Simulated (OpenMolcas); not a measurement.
W2+: CASPT2 settings compared

- Program: OpenMolcas 26.06
- Basis: ANO-R2 [8s6p5d3f2g]
- Scalar Hamiltonian: X2C, finite nucleus
- Active space: 4 electrons in 5 orbitals (5d)
- State averaging: 2S+1 = 5 even, 5 roots; 2S+1 = 3 even, 45 roots kept (CI in the orbitals of an earlier block); 2S+1 = 1 even, 50 roots kept (CI in the orbitals of an earlier block)
- Spin-orbit coupling: state interaction with AMFI integrals over the reference wave functions, term energies averaged over their components

Methods on the same reference wave functions:
A. CASSCF
B. SS-CASPT2, IPEA 0.3 Eh, imaginary shift 0.3 Eh (closed shells correlated: 4f 5s 5p)
C. SS-CASPT2, IPEA 0.4 Eh, imaginary shift 0.25 Eh (closed shells correlated: none)
D. MS-CASPT2, IPEA 0.4 Eh, imaginary shift 0.25 Eh (closed shells correlated: none)
E. XMS-CASPT2, IPEA 0.4 Eh, sigma1 regulariser 0.15 Eh (closed shells correlated: 4f 5s 5p)

Energies in cm-1 above 5d4 5D0, the measured ground level; measured values from NIST levels as listed in McCann et al., Mon. Not. R. Astron. Soc. 538, 537 (2025).

| Level | A | B | C | D | E | Measured |
| --- | --- | --- | --- | --- | --- | --- |
| 5d4 5D0 [71 %] | 0.0 | 0.0 | 0.0 | 0.0 | 0.0 | 0.0 |
| 5d4 5D1 | 1676 | 2210 | 2280 | 2290 | 2220 | 2256 |
| 5d4 5D2 | 3655 | 4440 | 4560 | 4560 | 4460 | 4461 |
| 5d4 5D3 | 5590 | 6360 | 6510 | 6500 | 6400 | 6278 |
| 5d4 5D4 | 7383 | 7930 | 8060 | 8040 | 8000 | 7687 |
| 5d4 3P0(1) [61 %] | 15106 | 12500 | 12310 | 12280 | 12330 | 9904 |
| 5d4 3H4 [59 %] | 16346 | 14910 | 15250 | 15210 | 15300 | 13701 |
| 5d4 3H5 | 19346 | 18080 | 18470 | 18470 | 18590 |  |
| 5d4 3G3 [53 %] | 19731 | 17570 | 17880 | 17820 | 18070 |  |
| 5d4 3P1(1) | 19878 | 16720 | 16450 | 16440 | 16530 |  |
| 5d4 3F2(1) [72 %] | 20611 | 17710 | 17730 | 17670 | 17940 |  |
| 5d4 3H6 | 20915 | 19630 | 20040 | 20040 | 20090 |  |
| 5d4 3P2(1) [69 %] | 24769 | 21310 | 21160 | 21140 | 21130 |  |
| 5d4 3F3(1) [56 %] | 25535 | 23130 | 23380 | 23460 | 23570 |  |
| 5d4 3G5 | 27453 | 25650 | 26100 | 26100 | 26220 |  |
| 5d4 3D3 [72 %] | 28270 | 24980 | 25520 | 25510 | 25410 |  |
| 5d4 1I6 | 29529 | 27560 | 28100 | 28100 | 27920 |  |
| 5d4 3D1 | 30769 | 27610 | 28160 | 28160 | 28060 |  |
| 5d4 1G4(1) [53 %] | 33693 | 31110 | 31340 | 31500 | 31200 |  |
| 5d4 1S0(1) | 35365 | 31720 | 31870 | 31700 | 31210 |  |
| 5d4 1F3 [71 %] | 39139 | 33640 | 34150 | 34140 | 33700 |  |
| 5d4 3P2(2) | 43644 | 37280 | 37520 | 37510 | 37480 |  |
| 5d4 3F4(2) [72 %] | 44771 | 39090 | 39340 | 39130 | 39460 |  |
| 5d4 3F2(2) | 46149 | 40350 | 40550 | 40700 | 40740 |  |

Deviations, from unrounded energies. A percentage is the sum of absolute deviations over the sum of measured energies, with the sign that they share, or ± where signs differ.

```tsv
Against measurement	Levels	A	B	C	D	E
mean absolute deviation (cm-1)	6	1700	700	780	760	750
fine structure of the ground term (%)	4	-11.5	±1.9	+3.5	+3.4	±2.3
other terms of the ground configuration (%)	2	+33.2	+16.1	+16.8	+16.5	+17.0
```

B lies closest to measurement on these levels and A furthest from it. The largest miss of B in the table is 5d4 3P0(1) [61 %], by +2600 cm-1. The ranking rests on the paired levels alone, and a cruder setting can come out closer through cancelling errors.

Among B to E the level of the table that moves most is 5d4 1S0(1), by 660 cm-1 (lowest in E, highest in C). Moves below CASPT2's spread within the term are not significant.

The mean deviations of B to E differ by less than CASPT2's widest spread within a term (2200 cm-1), so their order carries little weight.

From A to B the spin-free energies of the other terms of 5d4 shown, above 5D, scale by factors of 0.72 to 0.86, as is usual when dynamic correlation screens the repulsion within a d or f shell.

The lowest spin-free term lies below A's lowest term by 0.828 hartree in B, 0.029 hartree in C, 0.029 hartree in D, 0.829 hartree in E.

Term energies are means over components that CASPT2 splits; among the terms shown or strongly mixed into the levels shown the widest spread is 3300 cm-1 (5d4 1G(2), E). Configurations with an s electron lie low in 5d ions of this charge, fall among these levels and mix in, so low-spin terms can stand far too high, up to twice their true height, and weights are not those of the real levels. Terms from blocks run as CI alone lack orbitals of their own. The CASPT2 spread within a term exceeds the gap to the next term for 5d4 3P(2) and 5d4 3F(2), so the order of their levels is uncertain, and so are names and mixing where such terms share a J (figures for B; the like holds for C, D, E). Without dynamic correlation excited terms often stand tens of per cent too high (terms of higher spin than the ground term too low), and those without a measured partner can miss by more than the paired ones (holds for A). Some levels mix across a computed gap that differs much from the measured one, so their mixing is not that of the real levels (holds for B; C; D; E). Some terms miss by over 15 % even with CASPT2, which points to a basis or an active space too small for the shells correlated (holds for B; C; D; E). Computed and measured levels are paired by configuration, term and J; levels that our copy of the source lacks, or whose pairing is in doubt (as where it misses far off the trend of its configuration), stay unpaired and out of the deviations. Levels of configurations outside the active space are missing. Levels that lie high or do not pair safely by name in every column are left out.

A share in square brackets marks a mixed level and gives the weight of the term that names it, the lowest over the columns. A number in round brackets counts repeated terms of one configuration in the order of the reference energies.
